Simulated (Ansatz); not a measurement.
Calculated with Ansatz (gas phase, PBE0-D4/def2-TZVP geometries, no zero-point term in ΔE). CCSD(T)/CBS is the MP2 limit (def2-TZVPP, def2-QZVPP) plus CCSD(T) − MP2 in def2-TZVPP, frozen cores. This one scheme is used for every species. One conformer a species, not always the lowest.

Consider the β-hydride elimination: `CN[SiH](N)S` → `N[SiH2]S` + `C=N`.

```csv
species,HF/CBS(def2) energy (Eh)
`CN[SiH](N)S`,-838.10311
`N[SiH2]S`,-743.96145
`C=N`,-94.07691
```

Q: Work out ΔE.

A: ΔE = (-743.96145) + (-94.07691) − (-838.10311) = 0.06475 Eh = +170.0 kJ/mol. CCSD(T)/CBS gives +196.9 kJ/mol.

Largest T1 diagnostic among the species: 0.012.

From PBE to PBE0 (25 % exact exchange), in def2-TZVPP and without D4, ΔE moves by +15.1 kJ/mol. The D4 term adds +17.4 kJ/mol with B3LYP and +9.7 kJ/mol with PBE0; it sums over pairs of atoms, weighted by their polarisabilities, and B3LYP, whose exchange is more repulsive, gets the larger term. In def2-TZVPP, CCSD(T) changes the Hartree–Fock value by +20.8 kJ/mol (the triples alone add +0.1 kJ/mol) and MP2 by +36.2 kJ/mol.

B3LYP here is the variant with VWN-RPA as its local correlation; programs differ in this.
